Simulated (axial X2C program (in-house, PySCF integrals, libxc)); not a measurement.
Spin–orbit effects along a row: molecules with Ca (ions), PBE0

Calculated with an in-house relativistic program for diatomic molecules, spin-free (one-electron X2C) or two-component (2c: spin–orbit coupling with atomic mean-field Coulomb and Gaunt terms, which also bring small scalar terms), in Dyall basis sets with cores contracted in-house; open shells are unrestricted.

Basis sets: B dyall-v3z, C dyall-v3z, Ca dyall-cv3z, F dyall-av3z, Li dyall-cv3z, N dyall-av3z.

| molecule | spin-free state | Re (Å) | ωe (cm⁻¹) | De (eV) | 2c state | Re 2c (Å) | ωe 2c (cm⁻¹) | De 2c (eV) |
| --- | --- | --- | --- | --- | --- | --- | --- | --- |
| LiCa⁺ | M_S = 0, Λ = 0 | 3.245 | 250.7 | 1.34 | Ω = 0 | 3.245 | 250.7 | 1.34 |
| CaB⁺ | M_S = 1, Λ = 1 | 2.444 | 448.7 | 1.27 | Ω = 2 | 2.444 | 448.7 | 1.27 |
| CaC⁺ | M_S = 3/2, Λ = 0 | 2.159 | 592.1 | 2.67 | Ω = 3/2 | 2.159 | 592.1 | 2.68 |
| CaN⁺ | M_S = 1, Λ = 0 | 2.139 | 539.9 | 1.69 | Ω = 1 | 2.138 | 540.1 | 1.69 |
| CaF⁺ | M_S = 0, Λ = 0 | 1.859 | 700.1 | 5.84 | Ω = 0 | 1.859 | 700.1 | 5.84 |

Fragments in 2c: Ca + Li+, Ca+ + B, Ca+ + C, Ca+ + N, Ca+ + F. Each entry is the lowest single determinant of a limited PBE0 search at one distance. De goes to single-determinant-based atoms at the same level (for ions the charge split of lowest energy) and is withheld (n/a) where an atom does not fit its ground term or J level. Main or longest-lived isotopes. One determinant is a doubtful description, or other states lie close, for CaB⁺, CaC⁺, CaN⁺; these need not be ground states, and all values refer to the states named. Some open-shell Ω = 0 determinants are out of reach, so the Ω given for CaB⁺, CaN⁺ need not be the lowest component. With several unpaired electrons the Ω given is that of one determinant, not necessarily of the lowest component. Some light 2c atoms are not at their ground J level, so De misses part of their lowering (0.04 eV or less). The functionals have no current term, which raises determinants with orbital currents.
